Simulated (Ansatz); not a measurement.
`F[SiH2]O[SiH2]F` + H–F → `F[SiH2]F` + `O[SiH2]F` at 298.15 K and 1 bar (ligand exchange at the Si–O bond).

Calculated with Ansatz (gas phase, PBE0-D4/def2-TZVP geometries, no zero-point term in ΔE). CBS: MP2 limit from def2 TZ/QZ plus the TZ coupled-cluster correction, frozen cores. This one scheme is used for every species. One conformer a species, not always the lowest.

```tsv
species	CCSD(T)/CBS energy (Eh)	H − E (kJ/mol)	S (J/(mol·K))
`F[SiH2]O[SiH2]F`	-855.55265	141.6	364.1
H–F	-100.39570	33.5	173.6
`F[SiH2]F`	-489.99391	72.3	262.5
`O[SiH2]F`	-465.96250	103.4	276.2
```

H − E and S are ideal-gas, rigid-rotor, harmonic terms from PBE0-D4/def2-TZVP, for one conformer and one mirror image of each species. 1 Eh = 2625.50 kJ/mol, R = 8.31446 J/(mol·K).

Question: By hand: ΔE, ΔH, ΔS and ΔG.

Answer: ΔE = (-489.99391) + (-465.96250) − (-855.55265) − (-100.39570) = -0.00806 Eh = -21.2 kJ/mol. Δ(H − E) = 72.3 + 103.4 − 141.6 − 33.5 = 0.6, so ΔH = -20.6 kJ/mol. ΔS = 262.5 + 276.2 − 364.1 − 173.6 = 1.0 J/(mol·K). ΔG = -20.6 − 298.15 × (1.0)/1000 = -20.9 kJ/mol.

Question: By hand: the equilibrium constant, and the temperature at which ΔG would vanish if ΔH and ΔS stayed fixed.

Answer: log₁₀ K = −ΔG/(RT ln 10) = 3.7. ΔH and −TΔS have one sign here, so there is no such temperature. One of them is within its doubt of zero, so this could turn.

The number of gas molecules stays the same, so ΔS is small and ΔH decides. A doubt of 5 kJ/mol in ΔE shifts log₁₀ K by 0.9 here. Other conformers and mirror images would add mixing entropy, several J/(mol·K) or more a flexible species. Modes under 60 cm⁻¹, often nearly free rotors, make the harmonic entropy too high. These are equilibria of isolated gas molecules and say nothing of rates. Largest T1 diagnostic: 0.012 (customary marks: 0.02 for closed shells, 0.045 for open ones).
